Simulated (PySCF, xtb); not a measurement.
C₃H₇NSi, SMILES CC1=NC[SiH2]1.

Harmonic wavenumbers (cm⁻¹) from GFN2-xTB run with xtb at its own minimum, in rising order: 121, 214, 274, 286, 438, 508, 554, 570, 623, 737, 753, 771, 974, 997, 1044, 1080, 1163, 1244, 1378, 1456, 1463, 1464, 1646, 2274, 2274, 2962, 2981, 3000, 3011, 3030.

Question: What does PySCF with PBE0-D3(BJ)/def2-SVP give at its own minimum? (Estimate from the structure and the level; the computed values follow.)

Answer: 134, 200, 286, 299, 495, 538, 589, 638, 725, 779, 816, 934, 951, 1009, 1050, 1136, 1178, 1254, 1385, 1422, 1437, 1440, 1693, 2206, 2216, 3050, 3081, 3138, 3139, 3167. Paired by order, the mean absolute difference is 53 cm⁻¹ and the zero-point energies are 56.2 and 57.7 kcal/mol.
